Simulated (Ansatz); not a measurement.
C₉H₂₁NO (relaxed from a model of N-butyl-N-methylpyrrolidinium hydroxide, whose bonding it doesn't keep). Total charge 0; singlet. Geometry PBE0-D4/def2-SVP, basis def2-TZVP, Ansatz.

```xyz
32

C     4.109   -0.120   -0.818
C     2.760    0.578   -0.879
C     1.583   -0.328   -0.531
C     0.286    0.440   -0.642
N    -0.909   -0.377   -0.172
C    -1.044   -1.693   -0.846
C    -2.158    0.426   -0.413
C    -3.118    0.006    0.679
C    -2.187   -0.038    1.886
C    -0.869   -0.578    1.334
H     4.304   -0.526    0.188
H     4.935    0.567   -1.062
H     4.160   -0.963   -1.527
H     2.743    1.443   -0.196
H     2.604    0.995   -1.890
H     1.733   -0.689    0.506
H     1.663   -1.239   -1.170
H     0.063    0.648   -1.707
H     0.060    1.727    0.427
H    -1.081   -1.523   -1.930
H    -1.955   -2.214   -0.516
H    -0.168   -2.308   -0.610
H    -1.852    1.471   -0.265
H    -2.495    0.265   -1.446
H    -3.576   -0.977    0.471
H    -3.937    0.729    0.795
H    -2.003    0.989    2.233
H    -2.570   -0.643    2.720
H    -0.718   -1.647    1.534
H    -0.014   -0.006    1.711
O    -0.326    2.351    1.185
H    -0.021    3.233    0.951
```

| run | HOMO (eV) | LUMO (eV) |
| --- | --- | --- |
| A | -4.56 | 0.72 |
| B | -3.59 | 0.55 |
| C | -5.67 | 1.34 |
| D | -3.43 | -0.09 |
| E | -3.70 | 0.01 |

Q: The runs used B97M-V, BHLYP, PBE, PBE0, r2SCAN. Estimate which is which.

A: A PBE0 (25 % exact exchange); B r2SCAN (0 % exact exchange); C BHLYP (50 % exact exchange); D PBE (0 % exact exchange); E B97M-V (0 % exact exchange). Exact exchange lowers occupied and raises empty levels; among semilocal functionals meta-GGAs tend to open the gap a little, and such runs are hard to tell apart. The gap grows from 3.33 eV (PBE) to 7.01 eV (BHLYP).
